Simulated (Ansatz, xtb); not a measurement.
**Ligand exchange: SnH3Cl + CH4 → SnH4 + CH3Cl**

Species: SnH3Cl `[Cl][SnH3]`, singlet; CH4 (methane) `C`, singlet; SnH4 `[SnH4]`, singlet; CH3Cl `CCl`, singlet. The partners trade Cl for H: Sn–Cl and C–H bonds give way to Sn–H and C–Cl.

Shapes, held fixed at every level: PBE0-D4/def2-TZVP. Programs: Ansatz 0.2.0, xtb 6.7.1. The zero-point and thermal change to 298 K, harmonic and unscaled (PBE0-D4/def2-TZVP), is -7.2 kJ/mol.

| level | kind | ΔH(298 K) (kJ/mol) | less CCSD(T)/def2-TZVPP |
| --- | --- | --- | --- |
| GFN0-xTB | semi-empirical | +29.8 | -122.5 |
| HF/def2-SVP | Hartree–Fock | +168.7 | +16.4 |
| HF/def2-TZVPP | Hartree–Fock | +164.4 | +12.1 |
| r2SCAN-D4/def2-TZVPP | meta-GGA | +159.9 | +7.6 |
| PBE0-D4/def2-TZVPP | global hybrid | +154.4 | +2.1 |
| MP2/def2-TZVPP | perturbation theory | +159.3 | +7.0 |
| CCSD/def2-SVP | coupled cluster or CI | +157.4 | +5.1 |
| CCSD(T)/def2-TZVPP | coupled cluster or CI | +152.3 | 0.0 |

The highest level, CCSD(T)/def2-TZVPP, gives ΔH(298 K) = +152.3 kJ/mol; the levels span +29.8 to +168.7. GFN0-xTB strays far from the other rows. The column of differences is taken from that level and isn't an error. No measured value is set beside it here. For atoms past krypton def2 sets carry core potentials with scalar relativity. Outer-core shells of Sn are correlated, in sets that cover them unevenly.
